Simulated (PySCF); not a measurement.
Ni (nickel, neutral): UHF calculation

Configuration: [Ar] 3d9 4s1, high-spin 3D determinant (an excited configuration). Computed with PySCF 2.14 in def2-TZVPPD (6s6p4d2f1g, 67 functions), with the non-relativistic Hamiltonian (point nucleus).

- Total energy: -1506.797414 hartree
- One-electron energy: -2099.1542 hartree
- Hartree (Coulomb) energy: 654.2309 hartree
- Exchange energy: -61.8741 hartree
- Kinetic energy: 1506.51316 hartree
- ⟨S²⟩: 2.0009
- ⟨L²⟩: 6.024
- Sum of ⟨r⟩: 20.97 bohr
- Sum of ⟨r²⟩: 32.92 bohr²
- Traceless quadrupole moment −½Σ⟨3z² − r²⟩ along its main axis: -0.360 e·bohr²
- Density at the nucleus (Gaussians lack the cusp): 14500 bohr⁻³
- Spin density at the nucleus: 3.10 bohr⁻³
- Langevin diamagnetic susceptibility: -26.1 ×10⁻⁶ cm³/mol

```
shell  electrons  mean orbital energy (eV)  spread (eV)  rms radius, mean of both spins (bohr)
 1s α          1                   -8310.5            0                                 0.0635
 1s β          1                   -8310.4            0                                 0.0635
 2s α          1                   -1025.7            0                                  0.268
 2s β          1                   -1024.7            0                                  0.268
 2p α          3                   -890.40        0.996                                  0.239
 2p β          3                   -889.47        0.042                                  0.239
 3s α          1                   -128.06            0                                  0.809
 3s β          1                   -125.34            0                                  0.809
 3p α          3                   -84.872        2.154                                  0.861
 3p β          3                   -81.773        1.498                                  0.861
 3d α          5                   -13.156        2.636                                   1.22
 3d β          4                   -11.660        2.060                                   1.22
 4s α          1                    -6.431            0                                   3.63
```

Spin-orbit constants ζ (cm⁻¹) from the X2C one-electron operator on these orbitals (non-relativistic here): bare nucleus, nucleus screened by l(l+1)(2l+1)/3 electrons, and screened by the Breit-Pauli mean field of the electrons.

```csv
shell,bare,screened nucleus,mean field
2p,93830,87130,83960
3p,11340,10530,10070
3d,1068,686.8,620.2
```

To first order the Landé constant is A = -310.1 cm⁻¹, so the lowest level has J = 3 and lies 0.0769 eV below the centre of the term. This holds in LS coupling only.
